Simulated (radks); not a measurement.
Results of a calculation; reference values are marked as such.
Q: These are the eigenvalues of the occupied orbitals of an atom or ion with whole-number occupations (eV). Code: a radial shooting solver on a logarithmic mesh with Libxc functionals. Model: Dirac Kohn-Sham, BLYP, spin-unpolarised, spherical densities, finite nucleus; Fermi nuclear charge, rms radius of each element as measured or else 0.836 A^(1/3) + 0.57 fm.

1s1/2: -18802.79
2s1/2: -2629.311
2p1/2: -2413.287
2p3/2: -2317.447
3s1/2: -438.1946
3p1/2: -356.8705
3p3/2: -341.3478
3d3/2: -197.6391
3d5/2: -194.7493
4s1/2: -58.1143
4p1/2: -35.6774
4p3/2: -33.5645
5s1/2: -3.9028
4d3/2: -2.9390

Which element is it, and in what charge state? The configuration may be excited. Open shells, if any, fill j = l - 1/2 first.

A: Z = 41, niobium, charge 0: Nb in [Kr] 4d4 5s1. The list shows which subshells hold electrons but not how many an open one holds; the 1s level, -690.99 hartree, gives Z - s = 37.2 by -(Z - s)^2/2, which with screening and relativity narrows Z to a few neighbours, and the depths of the outer levels then fix element, charge and occupations together.
